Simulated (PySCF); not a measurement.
Sn(H)3(nPr) (C3H10Sn), SMILES CC[CH2][SnH3].

Geometry optimised at B3LYP-D3(BJ)/def2-SVP. The structure was generated by enumeration; whether it is a known compound was not checked. The def2 effective core potentials stand for the cores of Sn; spin–orbit coupling is left out. Other conformers were not sampled.

Calculation: TDA-PBE/def2-SVPD (PySCF).

Vertical excitations. 

Computed UV-visible absorptions:
```tsv
state	energy (eV)	λ (nm)	f	main pairs
S1	6.24	199	0.011	HOMO→LUMO 85 %, HOMO→LUMO+1 14 %
S2	6.79	183	0.043	HOMO→LUMO+2 70 %, HOMO→LUMO+1 19 %
S3	6.84	181	0.202	HOMO→LUMO+1 52 %, HOMO→LUMO+2 25 %
S4	6.95	178	0.005	HOMO→LUMO+3 88 %
S5	7.20	172	0.037	HOMO−1→LUMO+1 41 %, HOMO−1→LUMO 39 %, HOMO→LUMO+3 8 %
S6	7.25	171	0.058	HOMO−2→LUMO 51 %, HOMO−2→LUMO+1 24 %, HOMO−1→LUMO+1 13 %
S7	7.30	170	0.051	HOMO−1→LUMO 42 %, HOMO−1→LUMO+1 42 %
S8	7.34	169	0.024	HOMO−2→LUMO+1 70 %, HOMO−2→LUMO 23 %
S9	7.42	167	0.123	HOMO→LUMO+4 88 %
S10	7.66	162	0.005	HOMO→LUMO+5 76 %, HOMO−3→LUMO 18 %
T1	5.85	212	0	HOMO→LUMO 54 %, HOMO→LUMO+1 44 %
T2	6.03	206	0	HOMO→LUMO+1 54 %, HOMO→LUMO 45 %
T3	6.50	191	0	HOMO−1→LUMO 40 %, HOMO→LUMO+2 36 %, HOMO−2→LUMO 12 %
T4	6.52	190	0	HOMO−1→LUMO 34 %, HOMO→LUMO+2 26 %, HOMO−2→LUMO 18 %, HOMO→LUMO+3 12 %
```
Triplets are in the Tamm–Dancoff approximation.
